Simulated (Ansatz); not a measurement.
One change: `O=C/C=[CH]/[AlH2]` becomes `C=[CH][AlH2]`.

Ansatz, PBE0-D4/def2-TZVP geometries, multiplicity 1. Each molecule was computed in one conformer, which needn't be the lowest.

```
                                                                                  property  `O=C/C=[CH]/[AlH2]`
ideal-gas entropy at 298 K and 1 bar (rigid rotor, harmonic PBE0-D4/def2-TZVP) / J/(mol·K)                  340
                                                         LUMO energy (PBE/def2-TZVPP) / eV                -3.62
                                                       HOMO–LUMO gap (PBE/def2-TZVPP) / eV                 2.39
                                                        LUMO energy (PBE0/def2-TZVPP) / eV                -2.71
                                            size of the dipole moment (PBE/def2-TZVPP) / D                 1.96
                                                   HOMO–LUMO gap (ωB97M-V/def2-TZVPP) / eV                 9.19
```

Give the same properties after the change, and the shifts. (Estimate.)

Ansatz gave: 
```tsv
property	`C=[CH][AlH2]`	shift
ideal-gas entropy at 298 K and 1 bar (rigid rotor, harmonic PBE0-D4/def2-TZVP) / J/(mol·K)	288	-52
LUMO energy (PBE/def2-TZVPP) / eV	-2.49	1.13
HOMO–LUMO gap (PBE/def2-TZVPP) / eV	4.30	1.91
LUMO energy (PBE0/def2-TZVPP) / eV	-1.66	1.05
size of the dipole moment (PBE/def2-TZVPP) / D	0.92	-1.04
HOMO–LUMO gap (ωB97M-V/def2-TZVPP) / eV	10.38	1.19
```

With PBE0 the HOMO falls by 0.52 eV and the LUMO rises by 1.05 eV, so the gap widens by about 1.57 eV. PBE moves the HOMO by -0.79 eV and ωB97M-V by -0.38 eV. The zero-point energy changes by -25.9 kJ/mol with -6 modes. Dipoles are sizes alone; their direction can turn.
